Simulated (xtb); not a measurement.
Input for xtb: GFN1-xTB on CH4SSi (SMILES C[Si]S), a point of a torsion scan.

```
$ xtb mol.xyz --gfn 1 --sp --chrg 0 --uhf 0
7

C     -0.90433933    -0.14886434    -0.03879776
Si     0.02298080     1.52080008    -0.23875026
S      1.37428765     1.05581805    -1.90433770
H     -0.39233347    -1.00991882    -0.47117085
H     -1.88388913    -0.07952706    -0.51242700
H     -1.07928528    -0.35873090     1.01461212
H      1.01894183    -0.19735854    -2.16188571
```

The log:

```
[...]
           -------------------------------------------------
          |                Calculation Setup                |
           -------------------------------------------------



           -------------------------------------------------
          |                 G F N 1 - x T B                 |
           -------------------------------------------------

        Reference                      10.1021/acs.jctc.7b00118
      * Hamiltonian:
        H0-scaling (s, p, d)           1.850000    2.250000    2.000000
        zeta-weighting                 0.000000
      * Dispersion:
        s8                             2.400000
        a1                             0.630000
        a2                             5.000000
        s9                             0.000000
      * Repulsion:
        kExp                           1.500000
        rExp                           1.000000
      * Coulomb:
        alpha                          2.000000
        third order                    atomic
        anisotropic                    false
      * Halogen bond correction:
        rad-scale                      1.300000
        damping                        0.440000


          ...................................................
          :                      SETUP                      :
          :.................................................:
          :  # basis functions                  32          :
          :  # atomic orbitals                  30          :
          :  # shells                           16          :
          :  # electrons                        18          :
          :  # halogen bonds                     0          :
          :  max. iterations                   250          :
          :  Hamiltonian                  GFN1-xTB          :
          :  restarted?                      false          :
          :  GBSA solvation                  false          :
          :  PC potential                    false          :
          :  electronic temp.          300.0000000     K    :
          :  accuracy                    1.0000000          :
          :  -> integral cutoff          0.2500000E+02      :
          :  -> integral neglect         0.1000000E-07      :
          :  -> SCF convergence          0.1000000E-05 Eh   :
          :  -> wf. convergence          0.2000000E-04 e    :
          :  Broyden damping             0.4000000          :
          :  net charge                          0          :
          :  unpaired electrons                  0          :
          ...................................................

 iter      E             dE          RMSdq      gap      omega  full diag
   1     -9.8473581 -0.984736E+01  0.627E+00    2.91       0.0  T
   2     -9.8597563 -0.123982E-01  0.388E+00    3.01       1.0  T
   3     -9.8583395  0.141685E-02  0.840E-01    2.89       1.0  T
   4     -9.8609373 -0.259788E-02  0.131E-01    2.93       1.0  T
   5     -9.8609440 -0.661775E-05  0.198E-02    2.93       1.9  T
   6     -9.8609450 -0.991002E-06  0.835E-03    2.93       4.5  T
   7     -9.8609451 -0.177386E-06  0.110E-03    2.93      34.4  T
   8     -9.8609451 -0.155614E-08  0.791E-05    2.93     477.8  T
   9     -9.8609451 -0.122728E-10  0.801E-06    2.93    4718.0  T

   *** convergence criteria satisfied after 9 iterations ***

         #    Occupation            Energy/Eh            Energy/eV
      -------------------------------------------------------------
         1        2.0000           -0.8261222             -22.4799
       ...           ...                  ...                  ...
         3        2.0000           -0.5349173             -14.5558
         4        2.0000           -0.5049584             -13.7406
         5        2.0000           -0.4921054             -13.3909
         6        2.0000           -0.4873902             -13.2626
         7        2.0000           -0.4111908             -11.1891
         8        2.0000           -0.4028565             -10.9623
         9        2.0000           -0.3552611              -9.6671 (HOMO)
        10                         -0.2475373              -6.7358 (LUMO)
        11                         -0.1816159              -4.9420
        12                         -0.1525596              -4.1514
        13                         -0.1225015              -3.3334
        14                         -0.0773102              -2.1037
       ...                                ...                  ...
        30                          0.8027898              21.8450
      -------------------------------------------------------------
                  HL-Gap            0.1077238 Eh            2.9313 eV
             Fermi-level           -0.3013992 Eh           -8.2015 eV

 SCC (total)                   0 d,  0 h,  0 min,  0.014 sec
 SCC setup                      ...        0 min,  0.000 sec (  1.326%)
 Dispersion                     ...        0 min,  0.000 sec (  0.327%)
 classical contributions        ...        0 min,  0.000 sec (  0.129%)
 integral evaluation            ...        0 min,  0.005 sec ( 33.843%)
 iterations                     ...        0 min,  0.004 sec ( 26.430%)
 molecular gradient             ...        0 min,  0.005 sec ( 36.329%)
 printout                       ...        0 min,  0.000 sec (  1.479%)

         :::::::::::::::::::::::::::::::::::::::::::::::::::::
         ::                     SUMMARY                     ::
         :::::::::::::::::::::::::::::::::::::::::::::::::::::
         :: total energy              -9.785492939364 Eh    ::
         :: gradient norm              0.035671833949 Eh/a0 ::
         :: HOMO-LUMO gap              2.931314263380 eV    ::
         ::.................................................::
         :: SCC energy                -9.860945128978 Eh    ::
         :: -> electrostatic           0.008718036626 Eh    ::
         :: repulsion energy           0.077735618448 Eh    ::
         :: dispersion energy         -0.002283428834 Eh    ::
         :: halogen bond corr.         0.000000000000 Eh    ::
         :: add. restraining           0.000000000000 Eh    ::
         :: total charge              -0.000000000000 e     ::
         :::::::::::::::::::::::::::::::::::::::::::::::::::::

           -------------------------------------------------
          |                Property Printout                |
           -------------------------------------------------

    * Orbital Energies and Occupations

         #    Occupation            Energy/Eh            Energy/eV
      -------------------------------------------------------------
         1        2.0000           -0.8261222             -22.4799
         2        2.0000           -0.6020495             -16.3826
         3        2.0000           -0.5349173             -14.5558
         4        2.0000           -0.5049584             -13.7406
         5        2.0000           -0.4921054             -13.3909
         6        2.0000           -0.4873902             -13.2626
         7        2.0000           -0.4111908             -11.1891
         8        2.0000           -0.4028565             -10.9623
         9        2.0000           -0.3552611              -9.6671 (HOMO)
        10                         -0.2475373              -6.7358 (LUMO)
        11                         -0.1816159              -4.9420
        12                         -0.1525596              -4.1514
        13                         -0.1225015              -3.3334
        14                         -0.0773102              -2.1037
        15                         -0.0650918              -1.7712
        16                         -0.0588821              -1.6023
        17                         -0.0336722              -0.9163
Note: The following floating-point exceptions are signalling: IEEE_DENORMAL
normal termination of xtb
        18                         -0.0225273              -0.6130
        19                         -0.0041956              -0.1142
        20                          0.0030716               0.0836
       ...                                ...                  ...
        30                          0.8027898              21.8450
      -------------------------------------------------------------
                  HL-Gap            0.1077238 Eh            2.9313 eV
             Fermi-level           -0.3013992 Eh           -8.2015 eV

  Mulliken/CM5 charges         n(s)   n(p)   n(d)
     1C    -0.21757 -0.32925   1.024  3.193  0.000
     2Si    0.22318  0.14822   1.741  1.605  0.430
     3S    -0.23994 -0.28702   1.890  4.354 -0.004
     4H     0.03202  0.08592   0.968  0.000  0.000
     5H     0.03761  0.09193   0.962  0.000  0.000
     6H     0.03155  0.08585   0.968  0.000  0.000
     7H     0.13315  0.20435   0.867  0.000  0.000

Wiberg/Mayer (AO) data.
largest (>0.10) Wiberg bond orders for each atom

 ---------------------------------------------------------------------------
     #   Z sym  total        # sym  WBO       # sym  WBO       # sym  WBO
 ---------------------------------------------------------------------------
     1   6 C    3.931 --     2 Si   1.080     4 H    0.949     6 H    0.945
                             5 H    0.937
     2  14 Si   2.658 --     3 S    1.371     1 C    1.080
     3  16 S    2.334 --     2 Si   1.371     7 H    0.935
     4   1 H    1.006 --     1 C    0.949
     5   1 H    1.008 --     1 C    0.937
     6   1 H    1.013 --     1 C    0.945
     7   1 H    0.996 --     3 S    0.935
 ---------------------------------------------------------------------------

Topologies differ in total number of bonds
Writing topology from bond orders to xtbtopo.mol

 dipole moment from electron density (au)
     X       Y       Z
  -0.5643  -0.4464   0.3449  total (Debye):    2.028


           -------------------------------------------------
          | TOTAL ENERGY               -9.785492939364 Eh   |
          | GRADIENT NORM               0.035671833949 Eh/α |
          | HOMO-LUMO GAP               2.931314263380 eV   |
           -------------------------------------------------

------------------------------------------------------------------------
------------------------------------------------------------------------
 total:
 SCF:
```

The run finished.

Cost: about 0.04 core-seconds (a rough figure).
